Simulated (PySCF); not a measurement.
# Working with the constants of BeN⁺

revPBE constants of BeN⁺, ³Σ⁻ (triplet), unpaired electrons π ↑↑ (basis Be x2c-SVPall, N x2c-SVPall; spin-free X2C with a Gaussian nucleus; PySCF 2.14; masses 9.0122 and 14.0031 u):

| Item | Value |
| --- | --- |
| ωe | 840.8 cm⁻¹ |
| ωexe | 12.0 cm⁻¹ |
| Be | 1.1411 cm⁻¹ |
| αe | 0.0208 cm⁻¹ |
| De to Be⁺ + N | 2.15 eV |

(1) What force constant and bond length do these constants imply?

(2) Estimate the centrifugal constant D from the Kratzer relation and find the Dunham coefficient a1.

For an ion De counts to the pair picked by the measured ionisation energies or electron affinities, which need not be the lowest pair at this level. The state was picked by a PBE0 search and need not be the measured ground state.

Answers

(1) Reduced mass μred = 5.4832 u; k = 5.8918×10⁻⁷·μred·ωe² (u, cm⁻¹, mdyn/Å) = 2.28 mdyn/Å; Re = √(16.8576/(μred·Be)) (u, cm⁻¹, Å) = 1.641 Å.

(2) D = 4Be³/ωe² = 8.41e-06 cm⁻¹; a1 = −1 − αeωe/(6Be²) = -3.24.
